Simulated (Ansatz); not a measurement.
Ansatz (a program for electronic structure) input file for AuH6N2, SMILES [NH3+][Au]<-[NH3], charge +1, multiplicity 1, PBE-D3(BJ)/def2-SVP. 

Ansatz 0.2 input:
```yaml
crystal:
  periodic: [false, false, false]
  atoms:
    - {symbol: Au, position_ang: [-0.00000000, 0.00000000, -0.00000000]}
    - {symbol: N, position_ang: [-0.00000000, -0.00000000, 2.06478510]}
    - {symbol: H, position_ang: [-0.45615794, 0.83246419, 2.44857037]}
    - {symbol: H, position_ang: [-0.49285616, -0.81127645, 2.44857037]}
    - {symbol: H, position_ang: [0.94901411, -0.02118774, 2.44857037]}
    - {symbol: N, position_ang: [0.00000000, 0.00000000, -2.06478510]}
    - {symbol: H, position_ang: [-0.45615794, -0.83246419, -2.44857037]}
    - {symbol: H, position_ang: [-0.49285616, 0.81127646, -2.44857037]}
    - {symbol: H, position_ang: [0.94901410, 0.02118772, -2.44857037]}
basis:
  gaussian:
    orbitals: def2-SVP
hamiltonian:
  xc: pbe
  dispersion: d3bj
total_charge: 1
relax: {f_tol: 0.002, max_steps: 200}
```

Program output:

```
WARN ansatz: RAYON_NUM_THREADS=1 ignored (pool sized by the plan → 1); use --threads N
Functional definition: PBE
integrals: 0.03 GiB planned
1012 factors; their error is unknown
mean field: 0.21 GiB planned
mean field evaluation 1: about -6741.8703 eV, gradient 1.0e2 eV
mean field evaluation 2: about -6705.4392 eV, gradient 1.6e2 eV
mean field evaluation 4: about -6761.9000 eV, gradient 1.2e1 eV
mean field evaluation 8: about -6762.1951 eV, gradient 1.6e-2 eV
mean field evaluation 16: about -6762.1581 eV, gradient 1.4e-5 eV
mean field -6762.15808452 eV, -248.5047260506 hartree, gradient 9.6e-6 eV, S^2 0.000000; 0 other end points of the search recorded, 0 dependent functions left out
the calculation of the forces begins
reference -6762.15812547 eV, -248.5047275557 hartree; 19, 19 occupied and 71, 71 virtual orbitals, 1012 factors
relax step   1: F+E_penalty+E_count = -6762.30664036 eV  Δ(F+E_penalty+E_count) = +0.000e0 eV  max|allowed force component| = 3.681e-1 eV/Å  Δτ_max = 0.0000 Å  (27 SCF iters, accepted)
these checks for a lower state are left out or cut short: starts, cluster_reference, orbital_swaps, neighbouring_geometries, increment
integrals: 0.03 GiB planned
1012 factors; their error is unknown
mean field: 0.21 GiB planned
mean field -6762.16914461 eV, -248.5051325017 hartree, gradient 1.8e-5 eV, S^2 0.000000; 0 other end points of the search recorded, 0 dependent functions left out
the calculation of the forces begins
reference -6762.16918555 eV, -248.5051340060 hartree; 19, 19 occupied and 71, 71 virtual orbitals, 1012 factors
relax step   2: F+E_penalty+E_count = -6762.31744205 eV  Δ(F+E_penalty+E_count) = -1.080e-2 eV  max|allowed force component| = 8.991e-2 eV/Å  Δτ_max = 0.0103 Å  (28 SCF iters, accepted)
these checks for a lower state are left out or cut short: starts, cluster_reference, orbital_swaps, neighbouring_geometries, increment
integrals: 0.03 GiB planned
1012 factors; their error is unknown
mean field: 0.21 GiB planned
mean field evaluation 32: about -6762.1698 eV, gradient 1.8e-5 eV
mean field -6762.16983797 eV, -248.5051579820 hartree, gradient 1.8e-5 eV, S^2 0.000000; 0 other end points of the search recorded, 0 dependent functions left out
the calculation of the forces begins
reference -6762.16987890 eV, -248.5051594862 hartree; 19, 19 occupied and 71, 71 virtual orbitals, 1012 factors
relax step   3: F+E_penalty+E_count = -6762.31808868 eV  Δ(F+E_penalty+E_count) = -6.466e-4 eV  max|allowed force component| = 1.198e-2 eV/Å  Δτ_max = 0.0027 Å  (29 SCF iters, accepted)
these checks for a lower state are left out or cut short: starts, cluster_reference, orbital_swaps, neighbouring_geometries, increment
integrals: 0.03 GiB planned
1012 factors; their error is unknown
mean field: 0.21 GiB planned
mean field -6762.16984457 eV, -248.5051582247 hartree, gradient 4.8e-6 eV, S^2 0.000000; 0 other end points of the search recorded, 0 dependent functions left out
the calculation of the forces begins
reference -6762.16988550 eV, -248.5051597289 hartree; 19, 19 occupied and 71, 71 virtual orbitals, 1012 factors
relax step   4: F+E_penalty+E_count = -6762.31809319 eV  Δ(F+E_penalty+E_count) = -4.511e-6 eV  max|allowed force component| = 4.524e-3 eV/Å  Δτ_max = 0.0006 Å  (20 SCF iters, accepted)
these checks for a lower state are left out or cut short: starts, cluster_reference, orbital_swaps, neighbouring_geometries, increment
integrals: 0.03 GiB planned
1012 factors; their error is unknown
mean field: 0.21 GiB planned
mean field -6762.16984713 eV, -248.5051583187 hartree, gradient 2.1e-5 eV, S^2 0.000000; 0 other end points of the search recorded, 0 dependent functions left out
the calculation of the forces begins
reference -6762.16988806 eV, -248.5051598229 hartree; 19, 19 occupied and 71, 71 virtual orbitals, 1012 factors
relax step   5: F+E_penalty+E_count = -6762.31809451 eV  Δ(F+E_penalty+E_count) = -1.316e-6 eV  max|allowed force component| = 3.013e-4 eV/Å  Δτ_max = 0.0009 Å  (20 SCF iters, accepted)
integrals: 0.03 GiB planned
1012 factors; their error is unknown
mean field: 0.21 GiB planned
mean field evaluation 64: about -6762.1698 eV, gradient 3.1e-4 eV
mean field -6762.16984713 eV, -248.5051583187 hartree, gradient 2.1e-5 eV, S^2 0.000000; 1 other end points of the search recorded, 0 dependent functions left out
the calculation of the forces begins
reference -6762.16988806 eV, -248.5051598229 hartree; 19, 19 occupied and 71, 71 virtual orbitals, 1012 factors
Total energy: -6762.31813544 eV, -248.5106078134 hartree
Atom 0 at     0.000004    -0.000000    -0.000000 Å, force     0.000001     0.000000    -0.000000 eV/Å
Atom 1 at     0.000001     0.000000     2.072029 Å, force    -0.000001    -0.000000     0.000301 eV/Å
Atom 2 at    -0.463119     0.839015     2.457692 Å, force     0.000056    -0.000196    -0.000113 eV/Å
Atom 3 at    -0.495050    -0.820580     2.457691 Å, force     0.000142     0.000146    -0.000113 eV/Å
Atom 4 at     0.958166    -0.018435     2.457699 Å, force    -0.000198     0.000050    -0.000113 eV/Å
Atom 5 at     0.000001    -0.000000    -2.072029 Å, force    -0.000001     0.000000    -0.000301 eV/Å
Atom 6 at    -0.463119    -0.839015    -2.457692 Å, force     0.000056     0.000196     0.000113 eV/Å
Atom 7 at    -0.495050     0.820580    -2.457691 Å, force     0.000142    -0.000146     0.000113 eV/Å
Atom 8 at     0.958166     0.018435    -2.457699 Å, force    -0.000198    -0.000050     0.000113 eV/Å
Dipole moment:    -0.000004     0.000000     0.000000 e Å
```

The run converged.
